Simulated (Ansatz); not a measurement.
Mulliken charges of F2HOSSi (`O[Si](F)(F)[S]`) radical from r2SCAN/def2-TZVPP in Ansatz (PBE0-D4/def2-TZVP geometry).

```csv
atom,x (Å),y (Å),z (Å),charge (e)
O1,-0.656,0.076,1.125,-0.366
Si2,0.329,-0.114,-0.140,0.899
F3,1.778,-0.197,0.469,-0.290
F4,0.085,-1.468,-0.917,-0.287
S5,0.098,1.437,-1.543,-0.169
H6,-1.592,0.202,0.960,0.214
```

**Question.** By hand: the dipole of these point charges (1 e Å = 4.8032 D).

**Answer.** Σ q r = (-0.361, 0.149, 0.056) e Å, of length 0.395 e Å = 1.90 D.

**Question.** How does the dipole of the full density compare? (An estimate is asked.)

**Answer.** Ansatz gave: (-0.427, 0.144, -0.006) e Å, 2.16 D; the point charges give 0.88 times that, at 10° from its direction.

Point charges leave out the atoms' own dipoles, such as those of lone pairs, and Mulliken's split depends on the basis, so the close match here is no proof of good charges.
